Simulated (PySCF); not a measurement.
Compound: C4H11FN2Si.
Atom-mapped SMILES: `[NH2:1][C@@H:2]1[CH2:3][CH2:4][C@@H:5]1[NH:6][SiH2:7][F:8]`

Definitions: NICS(0) = −σiso at the ring centroid; NICS(1) = −σiso and NICS(1)zz = −σzz at ±1 Å along the ring normal z. Level: GIAO PBE0/pcSseg-1 (PySCF, non-relativistic, gas phase) on the GFN2-xTB geometry, one conformer.

Ring bond lengths (Å), with Mayer bond orders in brackets: C2–C3 1.540 (1.01), C3–C4 1.536 (1.05), C4–C5 1.540 (1.02), C5–C2 1.572 (0.92).

What do the NICS probes read (ppm)?

```tsv
ring	type	NICS(0)	NICS(1), two faces	NICS(1)zz, two faces	rms pucker (Å)	centre to ring atoms, mean (Å)
C2–C3–C4–C5	4-membered carbocycle; formal bonds all single	-1.1	-1.6 / -1.3	0.0 / 4.8	0.08	1.09
```

What do they say, and how far can they be read as aromaticity?

- C2–C3–C4–C5: mean NICS(1)zz 2.4 ppm, near zero. C2, C3, C4, C5 have four or more neighbours, and the NICS criterion for π rings isn't applied. The two faces differ by 4.8 ppm, so no symmetry operation interchanges them.

How shielded are the nuclei of the rings and their hydrogens (means over atoms taken as equivalent)?

| atoms | environment | σ isotropic (ppm) | principal values of the symmetric part, first atom (ppm) |
| --- | --- | --- | --- |
| C2 | sp3 carbon bound to nitrogen | 133.1 | 104.9, 144.9, 149.5 |
| C3 | four-membered-ring carbon | 157.7 | 138.2, 149.8, 185.1 |
| C4 | four-membered-ring carbon | 159.8 | 135.2, 162.1, 182.0 |
| C5 | sp3 carbon bound to nitrogen | 135.8 | 111.2, 137.3, 158.9 |
| H on C2 | methine hydrogen | 28.44 | 24.8, 28.1, 32.5 |
| H on C3 | methylene hydrogen | 30.21 | 27.7, 28.1, 34.9 |
| H on C3 | methylene hydrogen | 29.32 | 25.8, 26.4, 35.8 |
| H on C4 | methylene hydrogen | 29.43 | 26.1, 26.9, 35.4 |
| H on C4 | methylene hydrogen | 30.44 | 26.9, 28.0, 36.3 |
| H on C5 | methine hydrogen | 28.73 | 23.7, 29.2, 33.2 |

Hardware: Arm Neoverse N1, one thread (shared host). Cost: 62 s, 0.88 GiB resident at most. This is the whole shielding run at PBE0/pcSseg-1, SCF included.

Conformer computed: `[NH2:1][C@@H:2]1[CH2:3][CH2:4][C@@H:5]1[NH:6][SiH2:7][F:8]`: C4–C5–N6–Si7 167°, C5–N6–Si7–F8 176°, H–N1–C2–C3 180°, H–N1–C2–C3 60°.
